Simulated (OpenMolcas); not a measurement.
## W3+: moving or changing the point charges

W3+ among 2 point charges of -1.5 e arranged as a linear pair (D∞h), 2.1 Å from the ion.
```
   0.0000    0.0000    2.1000  -1.50
   0.0000    0.0000   -2.1000  -1.50
```

| Quantity | Value |
| --- | --- |
| Program | OpenMolcas 26.06 |
| Method | SS-CASPT2, IPEA 0.25 Eh, imaginary shift 0.1 Eh (closed shells correlated: 4f 5s 5p) |
| Basis | ANO-RCC-VDZP [7s6p4d2f1g] |
| Scalar Hamiltonian | DKH2, point nucleus |
| Active space | 3 electrons in 5 orbitals (5d) |
| State averaging | 2S+1 = 4 even, 10 roots; 2S+1 = 2 even, 40 roots |
| Spin-orbit coupling | RASSI with atomic mean-field integrals over the reference wave functions |

Runs around this geometry, states (labels by Λ). Energies in cm-1 above the lowest state or level, χT in cm3 K/mol.

| R (Å) | q (e) | Ground state | First state of that spin | First gap with spin-orbit (degeneracies) | χT at 300 K | First state of another spin |
| --- | --- | --- | --- | --- | --- | --- |
| 2.1 | -1.2 | 4Σ | 4Π 470 | 2940 (2, 2) | 0.076 | 2Δ 9070 |
| 1.91 | -1.5 | 4Σ | 4Π 3970 | 2410 (2, 2) | 0.220 | 2Δ 7520 |
| 2.1 | -1.5 | 4Σ | 4Π 2000 | 2790 (2, 2) | 0.112 | 2Δ 8430 |
| 2.29 | -1.5 | 4Σ | 4Π 980 | 2930 (2, 2) | 0.081 | 2Δ 9430 |

Taking the first state of the same spin as R^-n, n = -ln(980 / 3970) / ln(2.29 / 1.91) = 7.7 between the shortest and longest distance.

Scaling the charges by -1.2 / -1.5 = 0.80 scales the first state of the same spin by 470 / 2000 = 0.23; with fixed orbitals a first-order splitting would follow the charge.

Roots that are degenerate in the reference are averaged as groups; the widest CASPT2 spread within a group is 74 cm-1 (the 2-fold group of multiplicity 2 near 43900 cm-1 above the lowest state of its run, R = 2.1, q = -1.5). Shifts and gaps below about the spread of the groups concerned are not significant. Free-ion shares, where given, are those of the reference states; single-state CASPT2 does not remix them. Spin-orbit coupling mixes the spin-free states strongly: the lowest level takes only 44 % from its leading state, 4Π, which lies 471 cm-1 above the lowest spin-free state (figures for R = 2.1, q = -1.2; the like holds for R = 1.91, q = -1.5, R = 2.1, q = -1.5, R = 2.29, q = -1.5). Point charges carry no covalency, so the field is a model and not that of real ligands. No measured value stands beside these numbers.
